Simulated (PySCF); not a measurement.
Assignment exercise: C$_{3}$H$_{11}$ClSi$_{3}$

Cartesian coordinates in Å; atom numbers follow the order of the lines, from 1:
```xyz
18

Si   -2.0723    1.6274   -0.4096
C    -1.8821    0.0070    0.5252
C    -1.1282   -1.0135    0.1437
Cl   -1.0579   -2.4425    1.1574
Si   -0.0034   -1.2178   -1.3647
C     1.7903   -1.0495   -0.7662
Si    2.2439    0.6368   -0.0146
H    -2.8850    2.5119    0.4310
H    -0.7696    2.2494   -0.6530
H    -2.7678    1.4005   -1.6794
H    -2.4392   -0.0795    1.4525
H    -0.3417   -0.1967   -2.3610
H    -0.2533   -2.5597   -1.9053
H     1.9846   -1.8250   -0.0245
H     2.4573   -1.2580   -1.6023
H     3.6378    0.6007    0.4417
H     1.3718    0.9354    1.1226
H     2.1060    1.6795   -1.0346
```

How the numbers were obtained: PBE0/pcSseg-1 with gauge-including orbitals, GFN2-xTB geometry, in PySCF 2.14 (non-relativistic, one computed conformer, no solvent, fast rotation and ring inversion assumed for equivalent nuclei).

Chemical shifts δ = σref − σ; 13C (σ = 186.93 ppm), 1H (σ = 31.72 ppm) vs TMS, all at this level.

Task: Assign these signals to the numbered atoms. 13C{1H} NMR (computed): δ 162.6 (C), 140.5 (CH), -13.3 (CH2).

Result: 
162.6 → C3, fully substituted alkene carbon: an sp2 carbon of a C=C bond
140.5 → C2, alkene CH: an sp2 carbon of a C=C bond
-13.3 → C6, sp3 CH2 bonded to 2 Si: an electropositive neighbour leaves it electron-rich and shielded

Task: Assign these signals to the numbered atoms. 1H NMR (500 MHz, computed): δ 6.98 (q, 1H), 4.66 (t, 2H), 4.24 (d, 3H), 4.02 (t, 3H), 0.03 (m, 2H).

Result: 
```tsv
δ (ppm)	atoms	environment	reason
6.98	H11	hydrogen on an alkene CH	olefinic region
4.66	H12/H13	hydrogen on a silicon bonded to 2 C	–
4.24	H8/H9/H10	hydrogen on a silicon bonded to C	–
4.02	H16/H17/H18	hydrogen on a silicon bonded to C	–
0.03	H14/H15	hydrogen on an sp3 CH2 bonded to 2 Si	an electropositive neighbour shields it, as in TMS itself
```

Carbons that carry Cl, above all several Cl atoms, come out too deshielded, partly because spin–orbit coupling is missing. Shifts are as computed. Against solution values, carbons near 30 ppm lie about +3 ppm off and those near 130 ppm about +5 ppm; carbons on Cl a further +6 ppm. Of 1211 compounds with measured shifts, 218 miss one by over three times the rms of a fit or turn the order of signals round; such compounds aren't used in these exercises. No couplings were computed; multiplicities are counted from neighbouring protons, with m where these are inequivalent, close in shift, in a saturated or five-membered ring or joined by F or P, and br s for small geminal =CH2 splittings.
